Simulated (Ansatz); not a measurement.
Process, species as SMILES: O[Si]([SiH3])([SiH3])[SiH3] → O[Si]([SiH2])([SiH3])[SiH3] + H atom (the H-Si bond at the site shown breaks; other sites are not compared here)
Geometries: B3LYP-D3(BJ)/def2-TZVP minima from Ansatz (a quantum-chemistry and plane-wave program), one conformer each, not searched for the lowest. Frequencies are from Ansatz.
Geometry of the first species:
```
Si
O 1 1.6728
H 2 0.9610 1 117.74
Si 1 2.3436 2 106.47 3 -180.00
H 4 1.4829 1 111.19 2 -60.88
H 4 1.4829 5 109.07 1 -122.98
H 4 1.4846 5 108.72 6 -118.40
Si 1 2.3541 2 111.73 3 -60.50
H 8 1.4838 1 111.54 2 -62.42
H 8 1.4843 9 108.79 1 120.81
H 8 1.4862 9 108.22 10 117.55
Si 1 2.3541 2 111.73 3 60.50
H 12 1.4838 1 111.54 2 62.42
H 12 1.4843 13 108.79 1 -120.81
H 12 1.4862 13 108.22 14 -117.55
```

Quantity: bond dissociation energy (enthalpy at 298 K, with B3LYP-D3(BJ) rigid-rotor harmonic-oscillator terms), in kJ/mol. Correlated levels leave the core frozen unless marked. UHF or UKS for open shells. Spin-orbit coupling is left out. Non-relativistic. CBS marks a two-point X^-3 extrapolation of the correlation energy; Hartree-Fock from the larger set.

Level to compare with: CCSD(T)/CBS(cc-pV(T+d)Z,cc-pV(Q+d)Z) (Ansatz), 368.1 kJ/mol. It is a level with limits of its own, and the differences hold the functionals' basis error too.

Problem. Rank these functionals by how close they come to CCSD(T)/CBS(cc-pV(T+d)Z,cc-pV(Q+d)Z), closest first: PBE/def2-TZVPD (Ansatz); CAM-B3LYP/def2-TZVPD (Ansatz); HSE06/def2-TZVPD (Ansatz).

Solution. CAM-B3LYP/def2-TZVPD (range-separated hybrid, 365.3 kJ/mol, difference -2.8), HSE06/def2-TZVPD (screened hybrid, 347.4 kJ/mol, difference -20.7), PBE/def2-TZVPD (GGA, 343.1 kJ/mol, difference -25.0)
